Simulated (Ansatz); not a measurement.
Program: Ansatz. Geometries: PBE0-D4/def2-TZVP. ΔE: electronic, gas phase. CCSD(T)/CBS adds triple-zeta CCSD(T) − MP2 to the extrapolated MP2 energy (def2 sets, frozen cores). This one scheme is used for every species. Each species was taken in one conformer, which may not be the lowest.

Reaction (silylene formation by 1,1-elimination): `C[SiH](F)C=N` → `CC=N` + `F[SiH]`

```json
{"species": "`C[SiH](F)C=N`", "SCS-MP2/def2-TZVPP energy (Eh)": "-523.12011"}
{"species": "`CC=N`", "SCS-MP2/def2-TZVPP energy (Eh)": "-133.67374"}
{"species": "`F[SiH]`", "SCS-MP2/def2-TZVPP energy (Eh)": "-389.36173"}
```

(1) Work out ΔE.

Largest T1 diagnostic among the species: 0.015.

Results:

(1) ΔE = (-133.67374) + (-389.36173) − (-523.12011) = 0.08464 Eh = +222.2 kJ/mol. CCSD(T)/CBS gives +224.3 kJ/mol.

The D4 term adds +14.0 kJ/mol with B3LYP and +7.6 kJ/mol with PBE0; it sums over pairs of atoms, weighted by their polarisabilities, and B3LYP, whose exchange is more repulsive, gets the larger term. In def2-TZVPP, CCSD(T) changes the Hartree–Fock value by +13.0 kJ/mol (the triples alone add +3.4 kJ/mol) and MP2 by +29.5 kJ/mol.

B3LYP here is the variant with VWN-RPA as its local correlation; programs differ in this.
